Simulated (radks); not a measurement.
Results of a calculation; reference values are marked as such.
Radial electron density D(r) = 4 pi r^2 rho(r) of an atom or ion with 19 electrons. Code: a radial shooting solver on a logarithmic mesh with Libxc functionals. Model: Dirac Kohn-Sham, PBE, spin-unpolarised, spherical densities, finite nucleus; Fermi nuclear charge, rms radius of each element as measured or else 0.836 A^(1/3) + 0.57 fm.

r (bohr)  D(r) (e/bohr)
0.002887         0.5315
0.003281         0.6740
0.003759         0.8654
0.004307          1.108
0.004934          1.414
0.005608          1.773
0.006425          2.246
0.007361          2.831
0.008434          3.550
0.009585          4.368
0.01098           5.406
0.01258           6.637
0.01441           8.074
0.01638           9.616
0.01877           11.45
0.0215            13.44
0.02464           15.53
0.028             17.52
0.03208           19.53
0.03675           21.29
0.04211           22.64
0.04786           23.39
0.05483           23.55
0.06282           23.00
0.07197           21.83
0.0818            20.38
0.09371           18.78
0.1074            17.55
0.123             17.09
0.1398            17.57
0.1602            19.03
0.1835            21.13
0.2102            23.22
0.2389            24.46
0.2738            24.36
0.3136            22.48
0.3593            19.03
0.4084            15.00
0.4679            10.85
0.5361            7.744
0.6142            6.203
0.698             6.100
0.7997            6.827
0.9162            7.592
1.05              7.730
1.193             7.067
1.367             5.697
1.566             4.066
1.794             2.597
2.039             1.583
2.336            0.9290
2.676            0.6011
3.066            0.4517
3.485            0.3684
3.993            0.2823
4.574            0.1904
5.241            0.1094
5.957           0.05504
6.824           0.02167
7.819          0.006720
8.958          0.001593
10.18         0.0003134

What is the nuclear charge?

Answer. Z = 20. The innermost maximum, from 1s, lies near gamma/Z bohr with gamma = sqrt(1 - (Z/c)^2) = 0.989, here 0.0495 bohr (found: 0.0527), and its height grows with Z. The density is that of the calcium ion Ca+ in [Ar] 4s1; the configuration itself is not fixed sharply by these data, and Z only to about a unit. D(r) has 3 maxima, at r = 0.0527, 0.255, 1.00 bohr, and minima at 0.123, 0.660 bohr, inside which lie 2.16, 10.35 electrons.
